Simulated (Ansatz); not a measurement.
Total energies of B(H2S)Cl3 (BH₂SCl₃) from Ansatz at PBE0-D4/def2-TZVP, gas phase (1 Eh = 27.2114 eV = 2625.5 kJ/mol). The reference geometry is relaxed at PBE0-D4/def2-SVP.

```xyz
7

B    -0.795    0.231   -0.235
S     0.871   -0.798    0.676
H     1.664   -0.921   -0.414
H     1.552    0.275    1.144
Cl   -1.536   -1.102   -1.193
Cl   -0.048    1.556   -1.202
Cl   -1.709    0.759    1.224
```

```tsv
state	geometry	energy (Eh)
charge 0 singlet	reference	-1804.40653
charge 1 doublet	reference	-1804.02466
charge 1 doublet	relaxed at PBE0-D4/def2-SVP	-1804.03122
free B atom (doublet)	–	-24.61828
free S atom (triplet)	–	-397.97371
free H atom (doublet)	–	-0.50104
free Cl atom (doublet)	–	-459.99739
```

(1) Work out the vertical ionisation energy to the doublet.

(2) How much does the charge 1 doublet relax, and what is the adiabatic ionisation energy?

(3) What is the binding energy per atom against free atoms?

(1) E(charge 1 doublet) − E(charge 0 singlet) = -1804.02466 − (-1804.40653) = 0.38187 Eh = 10.39 eV. For comparison, −ε of the highest occupied level is 8.35 eV at this level, 2.04 eV less.

(2) Relaxation: -1804.02466 − (-1804.03122) = 0.00656 Eh = 0.18 eV. Adiabatic ionisation energy: 0.37531 Eh = 10.21 eV, without zero-point energy. 

(3) Atoms: 1 × (-24.61828) + 1 × (-397.97371) + 2 × (-0.50104) + 3 × (-459.99739) = -1803.58624 Eh. Binding: -1803.58624 − (-1804.40653) = 0.82029 Eh = 22.32 eV, or 3.19 eV for each of 7 atoms (no zero-point energy, no counterpoise term).
